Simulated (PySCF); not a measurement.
**Computed properties of Si(Cl)2(F)(SiH3) (Cl2FH3Si2), SMILES F[Si]([SiH3])(Cl)Cl**

Cl₂FH₃Si₂, SMILES Cl[Si](F)(Cl)[SiH3]. Coordinates come from a r2SCAN-D4/def2-SVP optimisation. The structure was generated by enumeration, and PubChem lists no compound with its InChIKey, so it may never have been made. Other conformers were not sampled. All values are computed for the isolated molecule unless a solvent is named; none is compared with measurement here.

**Structure.** The optimised structure has Cs symmetry. All 18 harmonic modes at r2SCAN-D4/def2-SVP (PySCF) are real, so it is a minimum. With heavy atoms numbered as in [F:1][Si:2]([SiH3:3])([Cl:4])[Cl:5], the shortest bond between them is F1–Si2 at 1.619 Å and the longest Si2–Si3 at 2.328 Å.

**Vibrations.** The strongest infrared lines (harmonic, unscaled, degenerate partners summed) lie at 853 cm⁻¹ (173 km/mol, H 84 %, Si 13 %), 586 cm⁻¹ (160 km/mol, Si 69 %, Cl 20 %, H 9 %), 617 cm⁻¹ (142 km/mol, Si 65 %, Cl 26 %, H 8 %). The softest mode is at 97 cm⁻¹ and the zero-point energy is 19.9 kcal/mol.

**Electronic structure.** HF/def2-TZVP (PySCF) places the frontier levels at -11.71 and 2.72 eV, a gap of 14.43 eV, and gives a dipole moment of 2.02 D and a mean polarisability of 69.1 bohr³. PBE/def2-TZVP (PySCF) at the same geometry gives -7.60 and -1.53 eV, so its gap is 8.36 eV narrower. An orbital gap is neither the optical nor the fundamental gap.

**Excitations.** TDDFT-CAM-B3LYP/def2-SVPD (PySCF) has S1 at 7.23 eV (172 nm, f = 0.070, bright); the most intense of the 10 singlets computed lies at 7.75 eV (f = 0.30). T1 (TDA) is at 6.31 eV. TDDFT-PBE/def2-SVPD (PySCF) puts S1 at 6.51 eV. No vertical singlet excitation falls in the visible range (under 3.1 eV).

**NMR.** GIAO shifts at KT2/pcSseg-1 (PySCF) (non-relativistic, atoms alike by connectivity averaged): ¹H at 3.9 ppm against TMS; ²⁹Si from -101.1 to 29.4 ppm against TMS; ¹⁹F at -123.8 ppm against CFCl3. Without spin–orbit terms, shifts of atoms bonded to Cl or Br come out too high.

**Solvation.** SMD-M06-2X/def2-SVP (PySCF) gives 1.2 kcal/mol in water, -3.5 kcal/mol in methanol, -2.9 kcal/mol in tetrahydrofuran (1 M in both phases, gas-phase geometry); of these solvents methanol holds the molecule best.
